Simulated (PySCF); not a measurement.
Job file and geometry (Å, from GFN2-xTB) of an NMR shielding run on SMILES FCC1(CF)C[C@@H]2C[C@H]12, C7H10F2, GIAO PBE0/pcSseg-1 NMR shielding, non-relativistic, gas phase in PySCF 2.14.0, density-fitted response routines; density fitting, a coarse starting grid and PySCF grid level 2 are the driver's defaults:

```
$ OMP_NUM_THREADS=1 python probes_run.py task.json out

{"job": {"kind": "nmr", "xc": "PBE0", "basis": "pcSseg-1"}, "charge": 0, "multiplicity": 1}
F      2.493201    -0.605009    -0.914567
C      1.722119     0.495816    -0.620838
C      0.453614     0.072153     0.114165
C      0.821870    -0.514414     1.472417
F      1.322784     0.471307     2.291882
C     -0.615021     1.194875     0.093517
C     -1.454949     0.354813    -0.863319
C     -1.823420    -0.926717    -0.190295
C     -0.455706    -0.773907    -0.780869
H      1.484668     0.974030    -1.575732
H      2.334121     1.160526    -0.002740
H     -0.045995    -0.935228     1.986368
H      1.600966    -1.276693     1.371171
H     -1.081360     1.402692     1.055463
H     -0.246530     2.126392    -0.329668
H     -1.983584     0.747759    -1.714981
H     -1.968625    -0.949206     0.879119
H     -2.491253    -1.580475    -0.731406
H     -0.076702    -1.429464    -1.547150
```

Q: Write the output of this run.

A: 
```
coarse grid: 15976 points
cycle   1  E = -471.6781420347  dE =  1.370e+00  |g| = 6.325e-01  |ddm| = 3.848e+00
cycle   2  E = -471.6345297250  dE =  4.361e-02  |g| = 8.585e-01  |ddm| = 1.125e+00
cycle   3  E = -471.7488601267  dE = -1.143e-01  |g| = 6.013e-02  |ddm| = 6.762e-01
cycle   4  E = -471.7493705713  dE = -5.104e-04  |g| = 3.311e-02  |ddm| = 8.038e-02
cycle   5  E = -471.7496206362  dE = -2.501e-04  |g| = 6.751e-03  |ddm| = 4.099e-02
cycle   6  E = -471.7496295133  dE = -8.877e-06  |g| = 2.203e-03  |ddm| = 8.474e-03
final grid: 155384 points
cycle   7  E = -471.8185431985  dE = -7.105e-05  |g| = 1.072e-02  |ddm| = 5.051e-02
cycle   8  E = -471.8185209487  dE =  2.225e-05  |g| = 1.517e-02  |ddm| = 2.671e-02
cycle   9  E = -471.8185701378  dE = -4.919e-05  |g| = 1.137e-03  |ddm| = 1.522e-02
cycle  10  E = -471.8185703623  dE = -2.245e-07  |g| = 3.234e-04  |ddm| = 1.167e-03
cycle  11  E = -471.8185703792  dE = -1.691e-08  |g| = 8.138e-05  |ddm| = 3.072e-04
cycle  12  E = -471.8185703805  dE = -1.335e-09  |g| = 2.594e-05  |ddm| = 9.276e-05
cycle  13  E = -471.8185703807  dE = -1.482e-10  |g| = 3.415e-06  |ddm| = 2.620e-05
converged SCF energy = -471.8185703807

GIAO shielding tensors (ppm)
atom      isotropic    diamagn.    paramagn.     s11        s22        s33       span
  0 F      427.820     473.758     -45.937    401.495    411.307    470.658     69.163
  1 C       97.996     240.073    -142.076     57.843     80.883    155.263     97.420
  2 C      143.388     248.216    -104.827    132.514    142.369    155.282     22.768
  3 C      102.092     240.428    -138.336     64.583     82.902    158.791     94.208
  4 F      439.855     472.435     -32.580    406.332    436.834    476.399     70.066
  5 C      157.398     247.266     -89.868    143.712    160.832    167.650     23.939
  6 C      175.338     253.497     -78.159    147.380    158.881    219.753     72.374
  7 C      172.486     253.134     -80.648    146.943    161.024    209.492     62.549
  8 C      168.032     247.451     -79.420    132.341    153.775    217.979     85.638
  9 H       27.117      29.719      -2.602     22.423     28.748     30.180      7.758
 10 H       26.531      28.781      -2.250     22.887     27.086     29.619      6.732
 11 H       27.315      29.445      -2.130     22.062     28.907     30.976      8.914
 12 H       26.706      28.732      -2.025     23.478     27.225     29.415      5.938
 13 H       30.325      30.142       0.183     26.274     27.690     37.011     10.737
 14 H       30.389      31.272      -0.883     26.619     28.290     36.257      9.638
 15 H       30.159      32.031      -1.872     23.869     26.355     40.254     16.384
 16 H       31.168      31.610      -0.442     24.466     30.439     38.599     14.133
 17 H       30.968      30.442       0.526     25.001     26.561     41.343     16.342
 18 H       29.956      32.177      -2.221     23.216     27.509     39.142     15.926
```

Size and cost of the density-fitted run: 203 basis functions, 75 s wall time on 1 thread of an Arm Neoverse N1, shared host; peak memory 0.92 GiB.
